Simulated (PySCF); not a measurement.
Stepwise substitution at one centre (B H-OH). Gas-phase values, no solvent. One relaxed conformer stands for each flexible species; it need not be the lowest. Strings in code marks are SMILES.

Method: PBE0-D4/def2-TZVP in PySCF. All candidates: neutral, multiplicity 1. Delta-SCF ions had no search for a lower state. Excitations are Tamm–Dancoff values on a coarser integration grid. The basis has no diffuse functions, so Rydberg states are missing or too high.

```
Property                                  Result
--------------------------------------  --------
vertical ionisation energy (Delta-SCF)  11.75 eV
HOMO–LUMO gap                            8.45 eV
T1 excitation (TDA)                      5.78 eV
```

Problem. Say which member has these values.
A. `BO`
B. `OBO` (H–O–B–O torsion 0°, O–B–O–H torsion 180°)
C. `OB(O)O`

Solution. A, `BO`. The others give `OBO` (H–O–B–O torsion 0°, O–B–O–H torsion 180°): 12.08 eV, 10.33 eV, 7.78 eV; `OB(O)O`: 11.80 eV, 9.31 eV, 7.60 eV
